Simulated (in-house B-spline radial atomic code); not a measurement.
Inner-shell binding energies (edges) and X-ray emission energies of free atoms and ions, as differences of relaxed hole-state energies with first-order Breit, QED and recoil terms, without correlation or multiplet splittings, in NIST's listed ground configurations. For neutral atoms such line energies lie within some 1 to 5 eV of tabulated X-ray lines (up to 20 eV for the heaviest). K = 1s, L1 = 2s, M5 = 3d5/2. A dash marks a subshell that is part filled or wasn't run, or a line left out. Computed with an all-electron radial atomic-structure program (B-spline basis): Dirac-Hartree-Fock, average of the configuration, finite nuclei.

```tsv
ion	configuration	K edge (eV)	L1 edge (eV)	M5 edge (eV)
Se	[Ar] 3d10 4s2 4p4	12664.7	1667.77	62.077
Br+	[Ar] 3d10 4s2 4p4	?	?	?
Kr2+	[Ar] 3d10 4s2 4p4	?	?	?
Rb3+	[Ar] 3d10 4s2 4p4	15244.7	2116.34	153.77
Sr4+	[Ar] 3d10 4s2 4p4	16165.3	2282.08	191.43
Zr6+	[Ar] 3d10 4s2 4p4	18097.6	2637.44	276.69
Nb7+	[Ar] 3d10 4s2 4p4	19109.7	2827.06	324.18
```

(1) Fill in the row of Br+.

(2) Fill in the row of Kr2+.

Results:

(1) K edge (eV): 13494.4; L1 edge (eV): 1809.04; M5 edge (eV): 88.893.

(2) K edge (eV): 14354.4; L1 edge (eV): 1958.63; M5 edge (eV): 119.54.
